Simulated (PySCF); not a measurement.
C2H5ClO2Si, SMILES C=C(Cl)[SiH](O)O.

The structure is a stationary point at PBE0-D3(BJ)/def2-SVP. This is a generated structure with no PubChem entry under its InChIKey; it may be hypothetical. Other conformers were not sampled.

Method: TDA-M06-2X/def2-SVPD (PySCF 2.14.0).

Vertical excitations. Gas-phase values at a fixed geometry.

```tsv
state	energy (eV)	λ (nm)	f	main pairs
S1	6.40	194	0.004	HOMO−1→LUMO 88 %
S2	6.67	186	0.007	HOMO→LUMO+2 38 %, HOMO→LUMO+3 16 %, HOMO→LUMO+4 16 %
S3	6.82	182	0.252	HOMO→LUMO 85 %
S4	7.38	168	0.012	HOMO→LUMO+1 68 %
S5	7.55	164	0.001	HOMO−2→LUMO 73 %
S6	7.62	163	0.019	HOMO−1→LUMO+2 43 %, HOMO−1→LUMO+3 11 %, HOMO−1→LUMO+1 7 %, HOMO−1→LUMO+4 7 %
S7	7.73	160	0.021	HOMO→LUMO+2 40 %, HOMO→LUMO+3 26 %, HOMO→LUMO+7 14 %, HOMO→LUMO+4 9 %
S8	7.98	155	0.012	HOMO−1→LUMO+1 26 %, HOMO→LUMO+4 22 %, HOMO→LUMO+3 19 %, HOMO→LUMO+1 8 %
S9	7.98	155	0.007	HOMO−1→LUMO+1 31 %, HOMO→LUMO+4 14 %, HOMO→LUMO+3 13 %, HOMO→LUMO+1 7 %
S10	8.09	153	0.016	HOMO−1→LUMO+3 21 %, HOMO−1→LUMO+2 17 %, HOMO−2→LUMO+2 13 %, HOMO−5→LUMO 8 %
T1	4.30	288	0	HOMO→LUMO 81 %
T2	6.03	206	0	HOMO−1→LUMO 84 %
T3	6.28	197	0	HOMO→LUMO+2 34 %, HOMO→LUMO+3 18 %, HOMO→LUMO+4 17 %, HOMO→LUMO+7 7 %
T4	6.96	178	0	HOMO−1→LUMO+2 31 %, HOMO−1→LUMO+3 14 %, HOMO−1→LUMO+4 11 %
```
Triplets are in the Tamm–Dancoff approximation.
